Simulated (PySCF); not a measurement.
C4HCoO4, charge +1, doublet, at a GFN2-xTB geometry (such geometries of metal compounds can be far from the true shape) (the multiplicity is a formal guess); DF-M06L/def2-SVP in PySCF.

The PySCF input:
```python
from pyscf import gto, scf, dft

mol = gto.Mole()
mol.atom = '''
    Co    0.32135954   -0.03881246    0.09486624
    O     1.66602219   -0.15098768   -2.50905497
    C     1.13970211   -0.10801026   -1.52005356
    O     0.11003334    0.39932444    2.98700799
    C     0.17701032    0.23246837    1.88036585
    O    -1.31545884    2.33540521   -0.60625963
    C    -0.71729880    1.42496812   -0.34575408
    O    -1.51429134   -2.39720258   -0.18868248
    C    -0.88013862   -1.47825650   -0.10116030
    H     1.43719963   -0.87139706    0.49413680
'''
mol.basis = 'def2-svp'
mol.charge = 1
mol.spin = 1
mol.verbose = 4
mol.build()

mf = dft.UKS(mol)
mf.xc = 'm06l'
mf = mf.density_fit(auxbasis='def2-universal-jkfit')
mf.kernel()
mf.analyze()
```

What the program printed (banner, timings and long lists left out):

```
PySCF version 2.14.0

[INPUT] verbose = 4
[INPUT] num. atoms = 10
[INPUT] num. electrons = 83
[INPUT] charge = 1
[INPUT] spin (= nelec alpha-beta = 2S) = 1
[INPUT] symmetry False subgroup None
[INPUT] Mole.unit = angstrom
[INPUT] Symbol           X                Y                Z      unit          X                Y                Z       unit  Magmom
[...]
nuclear repulsion = 614.390270588019
number of shells = 62
number of NR pGTOs = 272
number of NR cGTOs = 148
basis = def2-svp
ecp = {}

******** <class 'pyscf.df.df_jk.DFUKS'> ********
method = DFUKS
initial guess = minao
damping factor = 0
level_shift factor = 0
DIIS = <class 'pyscf.scf.diis.CDIIS'>
diis_start_cycle = 1
diis_space = 8
diis_damp = 0
SCF conv_tol = 1e-09
SCF conv_tol_grad = None
SCF max_cycles = 50
direct_scf = False
number electrons alpha = 42  beta = 41
XC library pyscf.dft.libxc version 7.1.2
    S. Lehtola, C. Steigemann, M. J. T. Oliveira, and M. A. L. Marques,  SoftwareX 7, 1–5 (2018)
XC functionals = m06l
    Y. Zhao and D. G. Truhlar,  J. Chem. Phys. 125, 194101 (2006)
    Y. Zhao and D. G. Truhlar,  J. Chem. Phys. 125, 194101 (2006)
    Y. Zhao and D. G. Truhlar,  Theor. Chem. Acc. 120, 215 (2008)
radial grids:
    Treutler-Ahlrichs [JCP 102, 346 (1995); DOI:10.1063/1.469408] (M4) radial grids

becke partition: Becke, JCP 88, 2547 (1988); DOI:10.1063/1.454033
pruning grids: <function nwchem_prune>
grids dens level: 3
symmetrized grids: False
atomic radii adjust function: <function treutler_atomic_radii_adjust>
small_rho_cutoff = 0
Set gradient conv threshold to 3.16228e-05
tot grids = 143512
init E= -1836.41651401103

cycle= 1 E= -1817.9955233773  delta_E= 18.4  |g|= 4.57  |ddm|= 4.63
cycle= 2 E= -1741.33618497425  delta_E= 76.7  |g|= 10.7  |ddm|=  173
cycle= 3 E= -1824.69951367781  delta_E= -83.4  |g|= 4.24  |ddm|=  148
cycle= 4 E= -1834.65295269886  delta_E= -9.95  |g|= 1.76  |ddm|= 25.6
cycle= 5 E= -1833.58609879599  delta_E= 1.07  |g|= 2.59  |ddm|= 1.79
cycle= 6 E= -1833.62756392649  delta_E= -0.0415  |g|= 2.58  |ddm|= 0.58
cycle= 7 E= -1834.05948156615  delta_E= -0.432  |g|= 2.33  |ddm|= 0.483
cycle= 8 E= -1835.19322002318  delta_E= -1.13  |g|= 1.47  |ddm|= 0.992
cycle= 9 E= -1835.371192679  delta_E= -0.178  |g|= 1.25  |ddm|= 0.551
cycle= 10 E= -1832.92658818431  delta_E= 2.44  |g|= 3.22  |ddm|= 2.12
cycle= 11 E= -1835.78333500334  delta_E= -2.86  |g|= 0.462  |ddm|= 1.74
cycle= 12 E= -1835.84404121303  delta_E= -0.0607  |g|= 0.111  |ddm|= 0.279
cycle= 13 E= -1835.84843017494  delta_E= -0.00439  |g|= 0.026  |ddm|= 0.111
cycle= 14 E= -1835.84820645547  delta_E= 0.000224  |g|= 0.0438  |ddm|= 0.0448
cycle= 15 E= -1835.84873969078  delta_E= -0.000533  |g|= 0.0159  |ddm|= 0.0203
cycle= 16 E= -1835.84882239246  delta_E= -8.27e-05  |g|= 0.00446  |ddm|= 0.0102
cycle= 17 E= -1835.84883143083  delta_E= -9.04e-06  |g|= 0.00143  |ddm|= 0.00485
cycle= 18 E= -1835.84883331471  delta_E= -1.88e-06  |g|= 0.0016  |ddm|= 0.00421
cycle= 19 E= -1835.84883450068  delta_E= -1.19e-06  |g|= 0.000497  |ddm|= 0.00196
cycle= 20 E= -1835.84883454859  delta_E= -4.79e-08  |g|= 0.000605  |ddm|= 0.00111
cycle= 21 E= -1835.84883470592  delta_E= -1.57e-07  |g|= 0.000103  |ddm|= 0.000706
cycle= 22 E= -1835.84883471295  delta_E= -7.03e-09  |g|= 5.52e-05  |ddm|= 0.000211
cycle= 23 E= -1835.84883471443  delta_E= -1.48e-09  |g|= 5.54e-05  |ddm|= 0.000134
cycle= 24 E= -1835.84883471568  delta_E= -1.25e-09  |g|= 2.04e-05  |ddm|= 4.7e-05
cycle= 25 E= -1835.84883471599  delta_E= -3.1e-10  |g|= 2.35e-05  |ddm|= 6.38e-05
Extra cycle  E= -1835.8488347147  delta_E= 1.29e-09  |g|= 6.42e-05  |ddm|= 5.7e-05
converged SCF energy = -1835.8488347147  <S^2> = 0.76514148  2S+1 = 2.0150846
**** SCF Summaries ****
Total Energy =                       -1835.848834714696295
Nuclear Repulsion Energy =             614.390270588019462
One-electron Energy =                -3737.555480836337210
Two-electron Energy =                 1287.316375533621567
[...]
spin_pop of  4 C 1s        0.00000
spin_pop of  4 C 2s        0.00073
spin_pop of  4 C 3s        0.00017
spin_pop of  4 C 2px       0.00795
spin_pop of  4 C 2py      -0.00151
spin_pop of  4 C 2pz       0.00180
spin_pop of  4 C 3px       0.00073
spin_pop of  4 C 3py       0.00041
spin_pop of  4 C 3pz      -0.00002
spin_pop of  4 C 3dxy     -0.00001
spin_pop of  4 C 3dyz      0.00010
spin_pop of  4 C 3dz^2     0.00000
spin_pop of  4 C 3dxz      0.00021
spin_pop of  4 C 3dx2-y2    0.00001
spin_pop of  5 O 1s       -0.00000
spin_pop of  5 O 2s        0.00023
spin_pop of  5 O 3s        0.00000
spin_pop of  5 O 2px       0.01255
spin_pop of  5 O 2py       0.00294
spin_pop of  5 O 2pz      -0.00396
spin_pop of  5 O 3px       0.00010
spin_pop of  5 O 3py       0.00009
spin_pop of  5 O 3pz      -0.00005
spin_pop of  5 O 3dxy      0.00001
spin_pop of  5 O 3dyz      0.00000
spin_pop of  5 O 3dz^2     0.00000
spin_pop of  5 O 3dxz      0.00001
spin_pop of  5 O 3dx2-y2    0.00002
spin_pop of  6 C 1s        0.00000
spin_pop of  6 C 2s        0.00006
spin_pop of  6 C 3s        0.00024
spin_pop of  6 C 2px       0.01218
spin_pop of  6 C 2py      -0.00402
spin_pop of  6 C 2pz      -0.00611
spin_pop of  6 C 3px       0.00064
spin_pop of  6 C 3py       0.00027
spin_pop of  6 C 3pz      -0.00014
spin_pop of  6 C 3dxy      0.00000
spin_pop of  6 C 3dyz     -0.00005
spin_pop of  6 C 3dz^2    -0.00002
spin_pop of  6 C 3dxz      0.00001
spin_pop of  6 C 3dx2-y2    0.00027
spin_pop of  7 O 1s       -0.00000
spin_pop of  7 O 2s       -0.00039
spin_pop of  7 O 3s        0.00033
spin_pop of  7 O 2px      -0.00586
spin_pop of  7 O 2py       0.00056
spin_pop of  7 O 2pz      -0.00985
spin_pop of  7 O 3px      -0.00002
spin_pop of  7 O 3py       0.00002
spin_pop of  7 O 3pz      -0.00002
spin_pop of  7 O 3dxy      0.00009
spin_pop of  7 O 3dyz      0.00000
spin_pop of  7 O 3dz^2     0.00003
spin_pop of  7 O 3dxz     -0.00000
spin_pop of  7 O 3dx2-y2    0.00001
spin_pop of  8 C 1s        0.00000
spin_pop of  8 C 2s        0.06516
spin_pop of  8 C 3s        0.00637
spin_pop of  8 C 2px       0.00616
spin_pop of  8 C 2py       0.01688
spin_pop of  8 C 2pz       0.00153
spin_pop of  8 C 3px       0.00012
spin_pop of  8 C 3py       0.00018
spin_pop of  8 C 3pz      -0.00021
spin_pop of  8 C 3dxy     -0.00002
spin_pop of  8 C 3dyz     -0.00009
spin_pop of  8 C 3dz^2    -0.00001
spin_pop of  8 C 3dxz     -0.00005
spin_pop of  8 C 3dx2-y2   -0.00013
spin_pop of  9 H 1s       -0.05019
spin_pop of  9 H 2s        0.00000
spin_pop of  9 H 2px      -0.00021
spin_pop of  9 H 2py       0.00068
spin_pop of  9 H 2pz      -0.00008
 ** Mulliken Spin Density (per atom)  **
spin density of  0 Co =      0.88855
spin density of  1 O =      0.02265
spin density of  2 C =      0.01036
spin density of  3 O =      0.02161
spin density of  4 C =      0.01057
spin density of  5 O =      0.01194
spin density of  6 C =      0.00332
spin density of  7 O =     -0.01511
spin density of  8 C =      0.09590
spin density of  9 H =     -0.04979
 ** Mulliken pop alpha/beta on meta-lowdin orthogonal AOs **
 ** Mulliken pop       alpha | beta **
In total            42.00000 | 41.00000
 ** Mulliken atomic charges   ( Nelec_alpha | Nelec_beta ) **
charge of  0Co =      0.85609  (    13.51623     12.62768 )
charge of  1O =     -0.06902  (     4.04584      4.02318 )
charge of  2C =      0.14372  (     2.93332      2.92296 )
charge of  3O =     -0.06954  (     4.04557      4.02396 )
charge of  4C =      0.14384  (     2.93337      2.92280 )
charge of  5O =     -0.06703  (     4.03949      4.02755 )
charge of  6C =      0.12180  (     2.94076      2.93744 )
charge of  7O =     -0.07397  (     4.02943      4.04454 )
charge of  8C =      0.11766  (     2.98912      2.89322 )
charge of  9H =     -0.10354  (     0.52687      0.57667 )

WARN: System has nonzero charge 1; the dipole moment is origin-dependent.
Location of origin: [0. 0. 0.]

Dipole moment(X, Y, Z, Debye):  0.37104,  0.31044,  0.06282
```
